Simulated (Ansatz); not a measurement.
Job for Ansatz (a quantum-chemistry and plane-wave program): U-CCSD(T)/cc-pV(D+d)Z on H9Si4 (SMILES [SiH3][Si]([SiH3])[SiH3]). The basis file is the Basis Set Exchange's JSON of that set.

Ansatz 0.2 input:
```yaml
crystal:
  periodic: [false, false, false]
  atoms:
    - {symbol: Si, position_ang: [0.00344810, 2.18081256, -0.63742939]}
    - {symbol: Si, position_ang: [0.05192787, 0.16562949, 0.53455475]}
    - {symbol: Si, position_ang: [1.96238721, -1.12796528, 0.19754206]}
    - {symbol: Si, position_ang: [-1.95559573, -1.02035880, 0.54462167]}
    - {symbol: H, position_ang: [1.25833242, 2.93294747, -0.39545126]}
    - {symbol: H, position_ang: [-0.13223748, 1.95834389, -2.10034001]}
    - {symbol: H, position_ang: [-1.14658853, 2.99897522, -0.18243423]}
    - {symbol: H, position_ang: [3.17386103, -0.30245130, 0.42082841]}
    - {symbol: H, position_ang: [2.01664748, -1.67165067, -1.18429448]}
    - {symbol: H, position_ang: [1.97146459, -2.26731094, 1.14664879]}
    - {symbol: H, position_ang: [-1.85985047, -2.16207936, 1.48605755]}
    - {symbol: H, position_ang: [-3.06222495, -0.13117523, 0.97325125]}
    - {symbol: H, position_ang: [-2.28127155, -1.55361706, -0.80355511]}
basis:
  gaussian:
    orbitals: cc-pV_D+d_Z.json
magnetization: {spin_polarized: true, initial_magnetization: 1}
correlation: {method: ccsd_t, electrons: outside_noble_gas}
scf: {omitted_lower_state_checks: [cluster_reference]}
```

Output:

```
WARN ansatz: RAYON_NUM_THREADS=4 ignored (pool sized by the plan → 4); use --threads N
Functional definition: HF
these checks for a lower state are left out or cut short: cluster_reference
integrals: 0.55 GiB planned
1410 factors; integrals over basis functions are off by at most 1.2e-3 eV
mean field: 0.91 GiB planned
mean field evaluation 1: about -31588.7853 eV, gradient 1.2e1 eV
mean field evaluation 2: about -31588.7869 eV, gradient 1.2e1 eV
mean field evaluation 4: about -31591.0339 eV, gradient 9.6e-1 eV
mean field evaluation 8: about -31591.0522 eV, gradient 1.0e-3 eV
mean field -31591.05219117 eV, -1160.9497548411 hartree, gradient 2.0e-6 eV, S^2 0.762020; 0 other end points of the search recorded, 0 dependent functions left out
20 core orbitals not correlated
reference -31591.05219117 eV, -1160.9497548411 hartree; 13, 12 occupied and 104, 105 virtual orbitals, 1410 factors
second order -10.69265574 eV of doubles, -0.00000000 eV of singles
coupled cluster: 1.70 GiB planned
cycle   1  -12.43910968 eV  change    -1.7e0 eV  update   1.0e-1
cycle   2  -13.05673262 eV  change   -6.2e-1 eV  update   3.5e-2
cycle   3  -13.09298643 eV  change   -3.6e-2 eV  update   1.0e-2
cycle   4  -13.08818062 eV  change    4.8e-3 eV  update   3.9e-3
cycle   5  -13.08661048 eV  change    1.6e-3 eV  update   1.4e-3
cycle   6  -13.08642534 eV  change    1.9e-4 eV  update   5.0e-4
cycle   7  -13.08655896 eV  change   -1.3e-4 eV  update   2.1e-4
cycle   8  -13.08666469 eV  change   -1.1e-4 eV  update   7.3e-5
cycle   9  -13.08667601 eV  change   -1.1e-5 eV  update   2.6e-5
perturbative correction -0.37481628 eV, -0.0137742444 hartree
Total energy: -31604.51368346 eV, -1161.4444555582 hartree
Checks for a lower state left out: cluster_reference
```

Self-consistency was reached.

Cost: about 90 core-seconds (a rough figure).
